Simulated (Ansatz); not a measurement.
Ansatz (a first-principles code) input (PBE0/def2-TZVPD):

Ansatz 0.2 input:
```yaml
crystal:
  periodic: [false, false, false]
  atoms:
    - {symbol: F, position_ang: [-0.03138921, 0.14495741, 1.82106564]}
    - {symbol: Si, position_ang: [-0.00423304, 0.01954846, 0.24558271]}
    - {symbol: Cl, position_ang: [1.88985108, -0.41273118, -0.32592990]}
    - {symbol: Cl, position_ang: [-0.60101167, 1.78635357, -0.54391207]}
    - {symbol: Cl, position_ang: [-1.26873556, -1.46646327, -0.29649619]}
basis:
  gaussian:
    orbitals: def2-TZVPD
hamiltonian:
  xc: {name: PBE0}
total_charge: -1
magnetization: {spin_polarized: true, initial_magnetization: 1}
```

Output:

```
Functional definition: PBE0
integrals: 0.21 GiB planned
1417 factors; their error is unknown
0.33 GiB of the device are held for the grids
1.57 GiB of device memory are held for the factors and their scratch space
mean field: 1.36 GiB planned
mean field evaluation 1: about -48151.6692 eV, gradient 1.4e1 eV
mean field evaluation 2: about -48150.1469 eV, gradient 2.3e1 eV
mean field evaluation 4: about -48152.6467 eV, gradient 5.1e-1 eV
mean field evaluation 8: about -48152.7490 eV, gradient 1.1e-1 eV
mean field evaluation 16: about -48152.7491 eV, gradient 1.3e-4 eV
mean field evaluation 32: about -48152.1043 eV, gradient 4.4e-5 eV
mean field evaluation 64: about -48152.5171 eV, gradient 1.4e0 eV
mean field -48152.74907265 eV, -1769.5808893144 hartree, gradient 1.5e-5 eV, S^2 0.750582; 10 other end points of the search recorded, 0 dependent functions left out
reference -48152.74909885 eV, -1769.5808902773 hartree; 38, 37 occupied and 183, 184 virtual orbitals, 1417 factors
Total energy: -48152.74909885 eV, -1769.5808902773 hartree
```

This state (charge -1, doublet) is run at the relaxed geometry of the species with charge 0 and multiplicity 1.
